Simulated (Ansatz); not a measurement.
**Counterpoise correction, worked out**

The pair of K⁺ (SMILES [K+], atom 1) and OH⁻ (SMILES [OH-], atoms 2–3), both closed shells, in one local arrangement (a lower one may exist), relaxed at PBE0-D4/def2-TZVP:

| atom | x (Å) | y (Å) | z (Å) |
| --- | --- | --- | --- |
| K1 | -0.0998 | 0.0891 | -1.7863 |
| O2 | 0.0233 | -0.0208 | 0.4172 |
| H3 | 0.0764 | -0.0683 | 1.3691 |

Computed with Ansatz 0.2.0 (basis: def2-TZVPPD); correlated methods freeze the cores. The outer core shell of Li, Na, Mg and K is correlated. The def2 sets are not built for correlating such inner shells, so the correlated values are less sure here.

CCSD(T) total energies in eV:

| system | geometry | basis functions | energy |
| --- | --- | --- | --- |
| pair | pair | all | -18370.29826 |
| K⁺ | as in the pair | all (partner as ghosts) | -16304.29372 |
| OH⁻ | as in the pair | all (partner as ghosts) | -2060.09286 |
| K⁺ | as in the pair | its own | -16304.24723 |
| OH⁻ | as in the pair | its own | -2060.08098 |
| K⁺ | free (PBE0-D4 minimum) | its own | -16304.24723 |
| OH⁻ | free (PBE0-D4 minimum) | its own | -2060.08428 |

**Question.** Work out the interaction energy with and without the counterpoise correction, the superposition error, and the binding energy from the relaxed fragments.

**Answer.** Without correction: -18370.29826 − (-16304.24723) − (-2060.08098) = -5.97005 eV.
With correction (each fragment in the whole basis): -18370.29826 − (-16304.29372) − (-2060.09286) = -5.91168 eV = -136.33 kcal/mol.
The superposition error is the difference, 0.05837 eV, 1 % of the uncorrected value: each fragment borrows its partner's functions.
Deformation from the free shapes: 0.00000 eV for K⁺ and 0.00330 eV for OH⁻.
Binding energy from relaxed fragments: -5.91168 + 0.00000 + 0.00330 = -5.90838 eV = -136.25 kcal/mol (electronic, without zero-point energy; negative means bound). For comparison, the corrected interaction energy by CCSD(T) at an estimated basis limit (MP2 extrapolated from triple and quadruple zeta, plus CCSD(T) − MP2 in triple zeta) is -6.114 eV; triple zeta with the correction binds less.

No T1 diagnostic of these runs exceeds 0.030.

For scale, one of the runs: CCSD(T)/def2-TZVPPD, 93 basis functions, launched by `ansatz run in.yaml --threads 2 --pin off --events-out ev --progress --plain --max-ram 5222MiB`. The run took about 1.4 s on 2 CPU threads of an Arm Neoverse V2 (shared host).
